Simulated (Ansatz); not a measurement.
Geometry optimisation, RKS B3LYP-D4/STO-3G (Ansatz).

Input:

```yaml
crystal:
  periodic: [false, false, false]
  atoms:
    - { symbol: S, position_ang: [-1.7719, 1.3691, 1.2877] }
    - { symbol: C, position_ang: [-0.9422, 0.5431, -0.0635] }
    - { symbol: Si, position_ang: [-0.5592, -1.2935, 0.2732] }
    - { symbol: C, position_ang: [1.1792, -1.0171, -0.6623] }
    - { symbol: Si, position_ang: [0.9665, 0.772, -0.1031] }
    - { symbol: H, position_ang: [-1.7431, 2.6777, 0.7862] }
    - { symbol: H, position_ang: [-1.3524, 0.6845, -1.0505] }
    - { symbol: H, position_ang: [-1.3974, -2.2336, -0.3996] }
    - { symbol: H, position_ang: [-0.293, -1.6026, 1.7618] }
    - { symbol: H, position_ang: [1.0148, -1.1561, -1.7153] }
    - { symbol: H, position_ang: [1.9536, -1.5772, -0.2495] }
    - { symbol: H, position_ang: [1.5915, 1.0153, 1.2686] }
    - { symbol: H, position_ang: [1.374, 1.7837, -1.1191] }
basis:
  gaussian: { orbitals: STO-3G }
hamiltonian:
  xc: b3lyp
  dispersion: d4
relax:
  f_tol: 0.02
  max_steps: 40
scf:
  lower_state_search: "off"
output:
  orbitals: {}
```

Run as:

```bash
$ ansatz run input.yaml --threads 1 --pin off --max-ram 2048MiB --backend cpu --events-out ev --progress --plain --runs-dir out
```

Task: Where does it end, and by what steps?

Result: The run converged. The force dipped under the threshold on the way, but the program's further checks kept it going. Limits of this set-up: minimal basis. After 12 steps the energy has fallen by 0.801 eV; H12 moved furthest, 0.66 Å.

```json
{"step": "0", "energy less start (eV)": "0.0000", "largest force component (eV/Å)": "3.833", "accepted": "yes"}
{"step": "1", "energy less start (eV)": "-0.6754", "largest force component (eV/Å)": "0.909", "accepted": "yes"}
{"step": "2", "energy less start (eV)": "-0.7546", "largest force component (eV/Å)": "0.209", "accepted": "yes"}
{"step": "3", "energy less start (eV)": "-0.7661", "largest force component (eV/Å)": "0.080", "accepted": "yes"}
{"step": "4", "energy less start (eV)": "-0.7818", "largest force component (eV/Å)": "0.197", "accepted": "yes"}
{"step": "5", "energy less start (eV)": "-0.6910", "largest force component (eV/Å)": "0.883", "accepted": "no"}
{"step": "6", "energy less start (eV)": "-0.7942", "largest force component (eV/Å)": "0.041", "accepted": "yes"}
{"step": "7", "energy less start (eV)": "-0.7973", "largest force component (eV/Å)": "0.059", "accepted": "yes"}
{"step": "8", "energy less start (eV)": "-0.7993", "largest force component (eV/Å)": "0.088", "accepted": "yes"}
{"step": "9", "energy less start (eV)": "-0.8001", "largest force component (eV/Å)": "0.040", "accepted": "yes"}
{"step": "10", "energy less start (eV)": "-0.8005", "largest force component (eV/Å)": "0.015", "accepted": "yes"}
{"step": "11", "energy less start (eV)": "-0.8007", "largest force component (eV/Å)": "0.013", "accepted": "yes"}
{"step": "12", "energy less start (eV)": "-0.8008", "largest force component (eV/Å)": "0.011", "accepted": "yes"}
```

```xyz
13
Properties=species:S:1:pos:R:3
S -1.665 1.283 1.557
C -0.905 0.565 0.052
Si -0.594 -1.316 0.115
C 1.198 -1.034 -0.423
Si 0.951 0.839 -0.312
H -1.597 2.576 1.128
H -1.519 0.821 -0.826
H -1.404 -2.095 -0.798
H -0.721 -1.870 1.446
H 1.421 -1.393 -1.433
H 1.955 -1.443 0.255
H 1.667 1.457 0.783
H 1.232 1.575 -1.528
```

Whether the end is a true minimum wasn't checked by a vibrational analysis.

Run time: 23 s on 1 thread of Intel(R) Xeon(R) 6975P-C (Granite Rapids), on a shared host, peak memory 0.13 GiB.
